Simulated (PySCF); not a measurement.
Simulation results for B2ClFH, BClF, AlB2FH3

Computed with PySCF 2.14.0. Calculation on a computer-drawn molecule: the log of a Hartree-Fock and frozen-core CCSD(T) single point meant for a local Hartree-Fock minimum, with one planted fault or none, to be diagnosed. Offsets are logged minus clean, where the clean run is the same molecule without the fault. The reference is restricted for singlets and unrestricted otherwise, and also for a bond in bohr or an excited solution. Adding or removing an electron swaps singlet and doublet. The excited solution moves the top pair (singlet) or top alpha electron (doublet) to the lowest empty orbital. Highest occupied and lowest empty are orbital energies over both spins, largest force is the largest gradient component, triples share is (T) over the correlation energy, the T1 limit is 0.02 restricted and 0.045 unrestricted, electrons count all cores, a negative frequency is imaginary (commonest isotopes), and the dipole is about the centre of nuclear charge.

Common to all runs: meant charge 1; meant multiplicity 1; meant basis cc-pV(D+d)Z; logged SCF converged yes; logged spin squared 0; possible faults no fault, one electron removed, one electron added, multiplicity raised by two, geometry at a saddle point, SCF held on an excited solution, minimal basis STO-3G, one bond length entered in bohr, all coordinates scaled.

(1) B2ClFH

Logged structure:
```xyz
5
B2ClFH
F     -0.5600    -0.2300     2.0289
B     -0.1045    -0.0123     0.9170
B      0.5557     0.3194    -0.6827
Cl     1.0238     1.9294    -0.9452
H      0.6221    -0.5862    -1.4392
```

* logged electrons: 36
* logged basis functions: 70
* logged highest occupied: -13.034 eV
* logged lowest empty: -11.845 eV
* logged largest force: 0.1306 hartree/bohr
* logged CC converged: no
* logged dipole magnitude: 2.378 debye
* logged SCF stable within its kind: no
* logged energy HF: -608.23514 hartree
* planted fault: SCF held on an excited solution
* HF energy offset from clean run: 264.6 kcal/mol

Drawn bonds:
```
atom  other atom  order
   1           2      1
   2           3      1
   3           4      1
   3           5      1
```

Notes: CCSD not converged.

(2) BClF

Logged structure:
```xyz
3
BClF
F     -2.1511     0.9539     1.0170
B     -1.5513     1.1860    -0.0297
Cl    -0.7657     1.4901    -1.4010
```

- logged electrons: 30
- logged basis functions: 19
- logged highest occupied: -21.161 eV
- logged lowest empty: -2.6426 eV
- logged largest force: 0.050098 hartree/bohr
- logged T1 diagnostic: 0.020607
- logged D1 diagnostic: 0.057193
- logged triples share: 0.093053
- logged CC converged: yes
- logged dipole magnitude: 2.0365 debye
- logged SCF stable within its kind: yes
- logged energy HF: -576.7812 hartree
- logged energy CCSD(T): -576.89067 hartree
- planted fault: minimal basis STO-3G
- HF energy offset from clean run: 4143 kcal/mol
- CCSD(T) energy offset from clean run: 4336 kcal/mol

Drawn bonds:
```
atom  other atom  order
   1           2      1
   2           3      1
```

Notes: T1 above single-reference limit.

(3) AlB2FH3

Logged structure:
```xyz
7
AlB2FH3
F     -1.7677     2.6827    -4.7006
B     -0.8148     2.1507    -4.1377
B      0.4480     1.4371    -3.2435
Al     0.5596     1.2500    -1.0473
H      1.3162     1.0242    -3.9540
H      1.2579     2.4573    -0.3424
H     -0.0649    -0.0698    -0.4903
```

* logged electrons: 34
* logged basis functions: 80
* logged highest occupied: -15.772 eV
* logged lowest empty: -5.8411 eV
* logged largest force: 9.928e-06 hartree/bohr
* logged lowest frequency: 101.99 cm⁻¹
* logged T1 diagnostic: 0.018087
* logged D1 diagnostic: 0.046719
* logged triples share: 0.024306
* logged CC converged: yes
* logged dipole magnitude: 2.6694 debye
* logged SCF stable within its kind: yes
* logged energy HF: -392.18144 hartree
* logged energy CCSD(T): -392.61393 hartree
* planted fault: no fault
* HF energy offset from clean run: 0 kcal/mol
* CCSD(T) energy offset from clean run: 0 kcal/mol

Drawn bonds:
```
atom  other atom  order
   1           2      1
   2           3      1
   3           4      1
   3           5      1
   4           6      1
   4           7      1
```
